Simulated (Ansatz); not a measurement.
Geometry optimisation, RKS B3LYP-D4/def2-SVP in Ansatz 0.2.0.

The input (input.yaml):

```yaml
crystal:
  periodic: [false, false, false]
  atoms:
    - { symbol: "N", position_ang: [0.3347, 0.9188, 0.1946] }
    - { symbol: B, position_ang: [0.1248, -0.5429, 0.025] }
    - { symbol: Br, position_ang: [1.5675, -1.7604, 0.5927] }
    - { symbol: I, position_ang: [-1.6411, -1.3668, -0.8422] }
    - { symbol: H, position_ang: [-0.5104, 1.2877, 0.7511] }
    - { symbol: H, position_ang: [0.1666, 1.3996, -0.7673] }
basis:
  gaussian: { orbitals: def2-SVP }
hamiltonian:
  xc: b3lyp
  dispersion: d4
relax:
  f_tol: 0.02
  max_steps: 50
output:
  orbitals: {}
```

Command:

```bash
$ ansatz run input.yaml --threads 2 --pin off --max-ram 3072MiB --backend cpu --events-out ev --progress --plain --runs-dir out
```

Where does it end, and by what steps?

The forces met the threshold. After 12 steps the energy has fallen by 1.173 eV; H5 moved furthest, 1.19 Å.

```tsv
step	energy less start (eV)	largest force component (eV/Å)	accepted
0	0.0000	2.110	yes
1	-0.1662	1.095	yes
2	-0.2046	0.334	yes
3	-0.2156	0.053	yes
4	-0.2197	0.137	yes
5	-0.2383	1.182	yes
6	-0.4148	1.581	yes
7	-0.6439	1.862	yes
8	-0.8830	1.457	yes
9	-1.0763	0.857	yes
10	-1.1190	1.281	yes
11	-1.1719	0.094	yes
12	-1.1726	0.010	yes
```

```xyz
6
Properties=species:S:1:pos:R:3
N 0.034 0.836 0.076
B 0.033 -0.546 -0.023
Br 1.283 -1.596 1.010
I -1.383 -1.516 -1.342
H 0.678 1.335 0.680
H -0.604 1.424 -0.448
```

Run time: 44 s on 2 threads of Arm Neoverse V1, on a shared host, peak memory 0.24 GiB.
